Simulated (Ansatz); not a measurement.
`CSBO[SiH3]` + `NCS` → `CSCN` + `[SiH3]OBS`  (substitution at a C–S bond)

Calculated with Ansatz (gas phase, PBE0-D4/def2-TZVP geometries, no zero-point term in ΔE). CBS: MP2 limit from def2 TZ/QZ plus the TZ coupled-cluster correction, frozen cores. Functionals use def2-TZVPP. B3LYP here is the variant with VWN-RPA as its local correlation; programs differ in this. HSE06 is defined as in plane-wave codes. Each species was taken in one conformer, which may not be the lowest.

```tsv
level	ΔE (kcal/mol)	difference from CCSD(T)/CBS
LDA (SPW92)	-5.1	-1.3
revPBE-D4	-4.6	-0.8
B97M-V	-4.4	-0.6
B3LYP-D4	-4.5	-0.7
CAM-B3LYP-D4	-4.3	-0.5
ωB97X-V	-4.0	-0.2
ωB97M-V	-4.0	-0.2
B2PLYP	-4.2	-0.4
PBE	-4.4	-0.6
HSE06	-4.1	-0.3
LC-ωPBE	-3.8	0.0
RPA@PBE/def2-TZVPP	-3.3	0.5
MP2/def2-TZVPP	-4.1	-0.3
CCSD(T)/def2-TZVPP	-3.9	-0.1
MP2/def2-QZVPP	-4.0	-0.2
SCS-MP2/def2-QZVPP	-3.8	0.0
CCSD(T)/CBS	-3.8	0
```

Largest T1 diagnostic among the species: 0.013.

Leaving LDA and LC-ωPBE aside and taking each functional with its dispersion term where it has one, the values, not all of them listed here, spread over 0.7 kcal/mol, from BLYP-D4 to ωB97X-V. LDA lies −0.7 kcal/mol from PBE without D4.
